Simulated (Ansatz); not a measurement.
Reactions of C$_{2}$H$_{3}$ClF$_{2}$ (`CC(F)(F)Cl`).

Program: Ansatz. Geometries: PBE0-D4/def2-TZVP. ΔE: electronic, gas phase. CBS: MP2 limit from def2 TZ/QZ plus the TZ coupled-cluster correction, frozen cores. This one scheme is used for every species. Elements past krypton have def2 core potentials. For Br, I, Zr outer-core shells are correlated without core-valence functions, which leaves a few kJ/mol of doubt a bond. Scalar relativity is left out up to krypton. One conformer a species, not always the lowest.

```json
{"reaction": "`CC(F)(F)Cl` + H₂O → `CC(O)(F)F` + HCl", "CCSD(T)/def2-SVP (kJ/mol)": "-67"}
{"reaction": "`CC(F)(F)Cl` + HI → `CC(F)(Cl)I` + H–F", "CCSD(T)/def2-SVP (kJ/mol)": "58"}
{"reaction": "`CC(F)(F)Cl` + `C#[C][Zr]([OH])([OH])[F]` → `C#[C][Zr]([OH])([F])[O]C` + `FC(F)Cl`", "CCSD(T)/def2-SVP (kJ/mol)": "68"}
{"reaction": "`CC(F)(F)Cl` + `[NH2][Al]([NH2])[OH]` → `C[O][Al]([NH2])[NH2]` + `FC(F)Cl`", "CCSD(T)/def2-SVP (kJ/mol)": "82"}
{"reaction": "`CC(F)(F)Cl` + HBr → `FC(F)(Cl)Br` + CH₄", "CCSD(T)/def2-SVP (kJ/mol)": "77"}
```

**Question.** Give the CCSD(T)/CBS values in the same order. (Estimate.)

**Answer.** The calculation gave: -37, 9, 76, 94, 62 kJ/mol.

Largest T1 diagnostic: 0.017, for `C#[C][Zr]([OH])([OH])[F]`.
